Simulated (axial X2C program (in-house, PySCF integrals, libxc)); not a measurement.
Values are calculated unless marked as measured or tabulated.
# YCl⁻: input and output of an EOM-EA-CCSD run

Program: an axial X2C code built on PySCF integrals.

Input and command:
```json
{"zs": [39, 17], "q": -1, "bas": ["dyall-acv3z", "dyall-av3z"], "r0": 2.62, "eom": "ea", "thr": -2.0, "nmax": 92, "grid": [1, 0.96, 1.045, 0.92, 1.09, 1.15], "rq": 0}
```
```bash
python soeom.py task.json out
```

Keys: zs atomic numbers; q charge; bas basis sets; r0 starting distance in Å; eom kind of EOM run; thr threshold in hartree for freezing inner shells (an s shell follows its p shell); nmax most natural virtual spinors; grid distances as factors; rq charge at which the geometry is sought.

Output at R = 2.379 Å (near the PBE0 minimum at charge 0 of the determinant lowest at the starting distance; the state shown can have its own minimum elsewhere), reference YCl:

```
two-component X2C + atomic mean field  HF
basis functions 232  fitting functions 1088  grid points 5081
iter        total energy     max residual
   1      -3842.640741158     3.83e-01
   2      -3842.665169596     7.05e-03
   3      -3842.666051013     1.37e-02
   4      -3842.666247236     2.49e-03
   5      -3842.666309920     2.15e-03
   6      -3842.666323741     1.09e-03
   7      -3842.666326347     1.44e-04
   8      -3842.666326637     8.32e-05
   9      -3842.666326713     5.98e-05
  10      -3842.666326762     1.45e-05
  11      -3842.666326791     2.88e-05
  12      -3842.666326799     1.61e-05
  13      -3842.666326800     2.77e-06
  14      -3842.666326800     2.11e-07
converged
one-electron -5601.64482019  Coulomb 1749.14189659  exact exchange -136.10304940  xc functional 0.00000000  nuclear repulsion 147.47561616  atomic mean-field constant -1.53596996
correlated 18  virtual 326  natural virtual 84  E(MP2) -0.484811530  MP2 remainder -0.135309038
iter   CCSD correlation   residual
   1     -0.360391080   1.32e-01
   2     -0.367253136   5.83e-02
   3     -0.368588114   2.61e-02
   4     -0.368450933   7.43e-03
   5     -0.368432746   2.55e-03
   6     -0.368424314   9.07e-04
   7     -0.368423778   3.81e-04
   8     -0.368427883   1.79e-04
   9     -0.368427417   9.02e-05
  10     -0.368427500   4.69e-05
  11     -0.368426975   2.35e-05
  12     -0.368426925   1.09e-05
  13     -0.368426885   5.14e-06
  14     -0.368426918   2.58e-06
  15     -0.368426931   1.46e-06
(T) -0.008420932  T1 0.0178  D1 0.0413  max T2 0.057
EOM-EA-CCSD roots
2*Omega      energy/Eh   energy/eV  one-particle weight
    1      -0.00822354     -0.2238      0.921
    1      -0.00442110     -0.1203      0.938
    1       0.01204965      0.3279      0.983
    1       0.01367678      0.3722      0.983
    1       0.01409082      0.3834      0.990
    3      -0.00696689     -0.1896      0.923
    3       0.00489912      0.1333      0.869
    3       0.01391596      0.3787      0.981
    3       0.04649030      1.2651      0.955
    5       0.01213340      0.3302      0.863
    5       0.06956611      1.8930      0.001
    7       0.07036023      1.9146      0.000
```
T1 in the output is the amplitude norm over the root of the electron number; divide by √2 for the Lee–Taylor value.

Reference electrons by ω block (each with its −ω partner): 1/2: 20, 3/2: 7, 5/2: 1. Root energies count from the CCSD energy of the reference. Roots of positive energy are unbound. The reference need not be the lowest state of its species. All roots sought are printed; those with a small one-particle weight need a further excitation, are placed far too high, and may in truth lie low or lowest. Inner shells are frozen, and levels at this size can be off by some tenths of an eV.
